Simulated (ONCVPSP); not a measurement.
Ranking ONCV potentials for nickel

All share these settings but for the change named:

```
Element                 : nickel
Generator               : ONCVPSP 4.0.1
Type                    : optimised norm-conserving Vanderbilt (ONCV)
Functional              : PBE
Relativity              : scalar-relativistic
Frozen core             : [Ne]
Valence charge          : 18
Reference configuration : 3s2 3p6 3d8 4s1 (charge +1)
Partial waves           : 3s+4s: rc 1.15 bohr, ncon 3, nbas 7, qcut 8.5 1/bohr, 2 projectors; 3p: rc 1.15 bohr, ncon 4, nbas 8, qcut 11.4 1/bohr, 2 projectors, debl 3.8 Ha; 3d: rc 1.10 bohr, ncon 4, nbas 8, qcut 12.2 1/bohr, 2 projectors, debl 1.7 Ha
Local potential         : polynomial inside 1.10 bohr (lpopt 5, dvloc0 -1 Ha)
Core correction         : Teter function, fcfact 3, rcfact 1.4
```

Test errors are all-electron minus pseudo excitation energies from the reference, over 3s2 3p6 3d8 4s2; 3s2 3p6 3d8 4s0; 3s2 3p6 3d7 4s0; 3s2 3p6 3d8 4s0 4p2. None of these files shows a bound ghost.

The base gives 3.1 meV.

Of 7 variants that were run, those that failed, showed a ghost or another fault, or gave nearly equal values are left out.

(1) Rank these variants by their largest absolute test error, smallest first.
A. d: qcut 7.7
B. d: qcut 10.7
C. d: qcut 9.7
D. d: qcut 14.5
E. d: qcut 18.4

Answers

(1) D (1.2 meV), E (2.1 meV), B (6.1 meV), C (8.8 meV), A (15.3 meV).
